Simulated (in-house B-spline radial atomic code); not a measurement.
Whole-atom quantities along the 58-electron series, configuration [Xe] 4f4. Breit and QED terms are first order and not part of the total energy; the density at the nucleus is averaged over the nuclear charge. Computed with a B-spline radial code for spherical atoms: Dirac-Hartree-Fock, average of the configuration, finite nuclei.

```csv
ion,Z,E/Z² (Eh),Σ<r²> (bohr²),n(0)/Z³ (bohr⁻³),Lamb diamagnetic shielding (ppm),repulsion over attraction,Breit energy (eV),self-energy (eV),vacuum polarisation (eV),Dirac less non-relativistic energy (Eh)
Nd2+,60,-2.6735,41.792,1.982,6950.63,0.14861,222.97,174.57,-25.776,-341.41
Pm3+,61,-2.6931,36.807,2.0451,7117.16,0.1473,236.01,185.4,-27.768,-367.34
Sm4+,62,-2.7124,32.993,2.104,7284.22,0.14589,249.61,196.75,-29.885,-394.8
```
